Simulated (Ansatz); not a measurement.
Ansatz (a first-principles code) input (MP2/def2-TZVPP):

Ansatz 0.2 input:
```yaml
crystal:
  periodic: [false, false, false]
  atoms:
    - {symbol: Cl, position_ang: [0.00000000, 0.00000000, 0.00000000]}
basis:
  gaussian:
    orbitals: def2-TZVPP
magnetization: {spin_polarized: true, initial_magnetization: 1}
correlation: {method: mp2, electrons: outside_noble_gas}
accuracy: high
scf: {lower_state_search: full}
```

Output:

```
Functional definition: HF
integrals: 0.02 GiB planned
413 factors; integrals over basis functions are off by at most 2.9e-9 eV
mean field: 0.07 GiB planned
mean field evaluation 1: about -12502.7804 eV, gradient 6.0e0 eV
mean field evaluation 2: about -12502.7812 eV, gradient 6.0e0 eV
mean field evaluation 4: about -12502.9990 eV, gradient 5.9e-1 eV
mean field evaluation 8: about -12503.0021 eV, gradient 5.6e-4 eV
mean field evaluation 16: about -12503.0021 eV, gradient 1.9e-2 eV
mean field evaluation 32: about -12503.0021 eV, gradient 4.2e-4 eV
mean field -12503.00210187 eV, -459.4768524046 hartree, gradient 9.7e-9 eV, S^2 0.759734; 5 other end points of the search recorded, 0 dependent functions left out
5 core orbitals not correlated
reference -12503.00210187 eV, -459.4768524046 hartree; 4, 3 occupied and 33, 34 virtual orbitals, 413 factors
second order -4.31169886 eV of doubles, -0.00000000 eV of singles
Total energy: -12507.31380074 eV, -459.6353044153 hartree
```
